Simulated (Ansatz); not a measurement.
CH₈Si₂, charge +1, doublet, geometry from GFN2-xTB (a state made from the parent by changing its charge; the spin is typed, not shown lowest); PBE0/STO-3G (Ansatz, a program for electronic structure).

Here is a job for Ansatz.
Ansatz 0.2 input:
```yaml
crystal:
  periodic: [false, false, false]
  atoms:
    - {symbol: Si, position_ang: [1.45200079, 0.71313090, 0.00270046]}
    - {symbol: C, position_ang: [0.27522516, -0.85140181, -0.15436923]}
    - {symbol: Si, position_ang: [-1.59083831, -0.28364068, 0.07517120]}
    - {symbol: H, position_ang: [2.64889478, -0.13128355, -0.21992103]}
    - {symbol: H, position_ang: [1.16408409, 1.65523852, -1.06947553]}
    - {symbol: H, position_ang: [1.34545205, 1.27682876, 1.34095165]}
    - {symbol: H, position_ang: [0.53591313, -1.59239911, 0.59940417]}
    - {symbol: H, position_ang: [0.40596155, -1.32126551, -1.12768606]}
    - {symbol: H, position_ang: [-1.96221965, 0.63112564, -0.99501694]}
    - {symbol: H, position_ang: [-1.78085169, 0.25271588, 1.41541025]}
    - {symbol: H, position_ang: [-2.06485999, -1.67541277, -0.10765440]}
basis:
  gaussian:
    orbitals: STO-3G
hamiltonian:
  xc: pbe0
total_charge: 1
magnetization: {spin_polarized: false, initial_magnetization: 1}
```

What the program printed (banner, timings and long lists left out):

```
Functional definition: PBE0
369 factors; integrals over basis functions are off by at most 4.2e-5 eV
mean field evaluation 1: about -16709.8097 eV, gradient 2.0e1 eV
mean field evaluation 2: about -16709.7775 eV, gradient 2.0e1 eV
mean field evaluation 4: about -16711.2843 eV, gradient 2.5e0 eV
mean field evaluation 8: about -16711.3165 eV, gradient 5.3e-2 eV
mean field -16711.31647754 eV, -614.1295532126 hartree, gradient 8.1e-5 eV, S^2 0.750000; 0 other end points of the search recorded, 0 dependent functions left out
reference -16711.31649513 eV, -614.1295538589 hartree; 21, 20 occupied and 10, 11 virtual orbitals, 369 factors
Total energy: -16711.31649513 eV, -614.1295538589 hartree
```
